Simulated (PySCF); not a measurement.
**Ti⁺: excitation energy**

Ti⁺ [Ar] 3d2 4s1 (4F) → Ti⁺ [Ar] 3d3 (4F), as a difference of total energies. Computed with PySCF 2.14 in def2-TZVPPD, with no relativity, point nucleus. Correlated levels: valence and next inner shell: [Ne] frozen. The calculations carry no spin-orbit coupling.

```
                                method  excitation energy (cm⁻¹)
                                   UHF                    3831.6
    MP2 (valence and next inner shell)                   -228.87
SCS-MP2 (valence and next inner shell)                    1233.6
   CCSD (valence and next inner shell)                    879.80
CCSD(T) (valence and next inner shell)                    824.45
```

These non-relativistic numbers lack the scalar-relativistic shift.

Errors of the correlated levels include the incompleteness of this basis and the frozen core.

For comparison: 860.27 cm⁻¹ (measured; NIST levels, between the centres of gravity of the two terms).
